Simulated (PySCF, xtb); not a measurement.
PbFBr, SMILES [F][Pb][Br] (connectivity only; charge and spin as stated), neutral, multiplicity 1.

xtb with GFN2-xTB at its own geometry gives an orbital gap of 2.81 eV and a dipole moment of 7.83 D.

Geometry: PBE0-D3(BJ)/def2-TZVP. The def2 effective core potentials stand for the cores of Pb; spin–orbit coupling is left out.

Problem. What does PBE/def2-TZVPD (PySCF) give? (Estimate from the structure and the level; the computed values follow.)

Solution. gap 3.19 eV (levels -6.90 and -3.71 eV), dipole 4.29 D.
